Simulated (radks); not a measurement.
Q: K, configuration [Ar] 4s1. Calculated with a radial shooting solver on a logarithmic mesh with Libxc functionals: non-relativistic Kohn-Sham, LDA (Slater exchange, Perdew-Wang correlation), spin-polarised, spherical densities, point nucleus; open shells are filled with parallel spins first. Some entries of the table are withheld. Estimate them.

| orbital | occ. | eigenvalue (eV) | <r^2> (bohr^2) | <1/r> (bohr^-1) |
|---|---|---|---|---|
| 1s up | 1 | -3494.271 | 0.008973 | 18.50 |
| 1s down | 1 | -3494.255 | 0.008973 | 18.50 |
| 2s up | 1 | -349.2866 | 0.1816 | 3.753 |
| 2s down | 1 | -349.2698 | 0.1816 | 3.753 |
| 2p up | 3 | -279.7567 | 0.1537 | 3.685 |
| 2p down | 3 | -279.7413 | 0.1537 | 3.685 |
| 3s up | 1 | -34.8216 | 1.895 | 1.094 |
| 3s down | 1 | -34.7766 | 1.889 | 1.095 |
| 3p up | 3 | (1) | 2.480 | (2) |
| 3p down | 3 | (3) | 2.455 | (4) |
| 4s up | 1 | -2.6163 | 26.98 | 0.2647 |
| 4s down | 0 | -1.9835 | 29.75 | 0.2571 |

A: 
(1) 3p up eigenvalue (eV): -18.8319
(2) 3p up <1/r> (bohr^-1): 0.9549
(3) 3p down eigenvalue (eV): -18.7609
(4) 3p down <1/r> (bohr^-1): 0.9576
